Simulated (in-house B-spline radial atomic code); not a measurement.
Cd²⁺. Computed with a B-spline radial atomic code. Model: non-relativistic spherical atom: semilocal Troullier-Martins pseudo-atom, one channel per l, against all electrons, high spin, G0W0 and RPA with empty states to l = 8, local potential for every l without a channel, a model core (radius 0 = none) keeps its share of the functional.

Without relativity these are model numbers for so heavy an element.

What the tables leave out is listed at the end.

The pseudopotential gives back the lowest level of each angular momentum of its own functional in the configuration it was made in; a second state of the same l is only approximately right. Exact exchange, RPA and GW see the smooth pseudo-orbitals and miss the exchange with the core, for which the functional's share stands in. The column with an uncorrelated core keeps all orbitals and exact exchange, and so separates missing core correlation from pseudisation. Only the three outermost levels and the lowest empty one were computed. RPA here is direct RPA, with no exchange kernel, and its energies carry an (l + 1/2)⁻⁴ tail. A hybrid on a potential with a model core restores only its own semilocal share of the core's exchange.

Command:
```bash
python run_psgw.py task.json out
```
Settings (lengths in bohr, energies in hartree):
```
Z                      48
electrons              46
configuration          [Kr] 4d10
generated_in           [Kr] 4d10 5s2
functional             lda,vwn
core_shells            7
radius_factor          1
core_correction        False
```

Time taken, with all properties: 16 s on 1 thread of Intel(R) Xeon(R) Platinum 8488C (Sapphire Rapids) (shared host).

Given: made with LDA VWN5; model core radius 0 bohr; local radius 1.098 bohr; mean-field start LDA VWN5.

Valence shells of the generating configuration: 4p, 4d, 5s.

Channel: s 2.431, p 0.863, d 0.972 (radii in bohr).

Computed: largest level miss in the spin-unpolarised generating configuration 0 eV; valence RPA correlation energy all-electron orbitals -1.0107 hartree; valence RPA correlation energy pseudo -1.2176 hartree; pseudo-atom RPA polarisability 4.8872 bohr³.

```tsv
level	occupied	mean-field all-electron (eV)	mean-field pseudo minus all (eV)	G0W0 all-electron (eV)	G0W0 uncorrelated core minus all (eV)	G0W0 pseudo minus all (eV)	exchange self-energy all-electron (eV)	exchange self-energy pseudo (eV)
4d	1	-31.123	0.07	-38.511	0.108	0.791	-39.514	-32.716
5s (empty)	0	-20.57	-0.04	-16.355	-0.014	-1.249	-4.1725	-4.5965
```

Problem. What is the all-electron RPA polarisability, core included?

Solution. 4.8497 bohr³.

Given: mean-field start PBE0.

Computed: valence RPA correlation energy all-electron orbitals -0.96148 hartree; valence RPA correlation energy pseudo -1.1704 hartree; pseudo-atom RPA polarisability 4.3597 bohr³.

| level | occupied | mean-field all-electron (eV) | mean-field pseudo minus all (eV) | G0W0 all-electron (eV) | G0W0 uncorrelated core minus all (eV) | G0W0 pseudo minus all (eV) | exchange self-energy all-electron (eV) | exchange self-energy pseudo (eV) |
| --- | --- | --- | --- | --- | --- | --- | --- | --- |
| 4d | 1 | -33.084 | 0.124 | -38.476 | 0.111 | 0.819 | -39.65 | -32.947 |
| 5s (empty) | 0 | -18.901 | -0.522 | -16.229 | -0.01 | -1.196 | -3.709 | -4.5495 |

Problem. What is the all-electron RPA polarisability, core included?

Solution. 4.3181 bohr³.

Given: mean-field start Hartree-Fock.

Computed: valence RPA correlation energy all-electron orbitals -0.84887 hartree; all-electron RPA polarisability, core included 3.3823 bohr³; pseudo-atom RPA polarisability 3.5007 bohr³.

| level | occupied | mean-field all-electron (eV) | mean-field pseudo minus all (eV) | G0W0 all-electron (eV) | G0W0 uncorrelated core minus all (eV) | G0W0 pseudo minus all (eV) | exchange self-energy all-electron (eV) | exchange self-energy pseudo (eV) |
| --- | --- | --- | --- | --- | --- | --- | --- | --- |
| 4d | 1 | -38.677 | 0.518 | -38.744 | 0.117 | 0.543 | -39.721 | -33.035 |
| 5s (empty) | 0 | -14.734 | -1.707 | -15.882 | -0.004 | -1.345 | -2.7133 | -4.6943 |

Problem. What is the valence RPA correlation energy pseudo?

Solution. -1.0547 hartree.

Among the listed levels the largest G0W0 shift of the pseudo-atom is -1.34 eV, for 5s (empty) on the Hartree-Fock start, while leaving the core uncorrelated moves that level by 0.00 eV. So pseudisation and the lost core exchange, not the missing core correlation, make the error. Not in the tables (levels of low weight, unsolved or above zero; the highest and the empty levels are kept at any weight): on LDA the G0W0 levels 4p (pseudo minus all +7.96 eV, weights 0.28 and 0.12); on PBE0 the G0W0 levels 4p (pseudo minus all +19.98 eV, weights 0.48 and 0.21); on Hartree-Fock the G0W0 levels 4p (pseudo minus all +4.23 eV, weights 0.37 and 0.52).
